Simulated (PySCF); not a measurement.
C₂H₅N.

```xyz
8

C      0.1335     1.1380     0.0000
N     -0.5319    -0.1378     0.0000
C      0.1804    -1.1734     0.0000
H     -0.1866     1.7067    -0.8771
H     -0.1866     1.7067     0.8771
H      1.2310     1.0642     0.0000
H      1.2800    -1.1487     0.0000
H     -0.2986    -2.1520     0.0000
```

Geometry optimised at PBE0-D3(BJ)/def2-TZVP.

Computed with PBE0/pcSseg-2 run with PySCF. Non-relativistic, no solvent.

Computed absolute GIAO shielding of each atom: isotropic value and principal components (ppm):
| atom | σ(iso) | σ11 | σ22 | σ33 | span |
|---|---|---|---|---|---|
| C1 | 130.2 | 97.9 | 114.7 | 178.1 | 80.2 |
| N2 | -145.2 | -539.4 | -168.9 | 272.8 | 812.2 |
| C3 | 23.0 | -82.0 | 43.5 | 107.6 | 189.6 |
| H4 | 27.7 | 25.4 | 26.7 | 30.9 | 5.5 |
| H5 | 27.7 | 25.4 | 26.7 | 30.9 | 5.5 |
| H6 | 28.6 | 27.0 | 27.5 | 31.4 | 4.3 |
| H7 | 23.7 | 20.7 | 24.7 | 25.6 | 4.9 |
| H8 | 24.2 | 23.2 | 23.7 | 25.6 | 2.4 |
